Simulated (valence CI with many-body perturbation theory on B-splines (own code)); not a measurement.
Which ion has this spectrum?

A relativistic CI+MBPT calculation for an atom or ion with 40 electrons gives these levels (cm⁻¹):

```
J  Parity       E     g
0    even       0      
1    even  150448  1.50
4    even  192638  1.07
2    even  196686  1.23
3    even  208326  1.14
0    even  330915      
2    even  334830  1.25
4    even  341877  1.15
3    even  346071  1.17
5    even  362058  1.08
1    even  373574  1.10
6    even  373939  1.08
3    even  386810  1.08
4    even  388982  1.03
```

The energies are calculated, and their last digits are not significant.

Q: Which is it?
A. Pt38+
B. Ir37+
C. Re35+
D. Os36+

A: B. Ir37+, ground level (4d3/2^4) J=0.
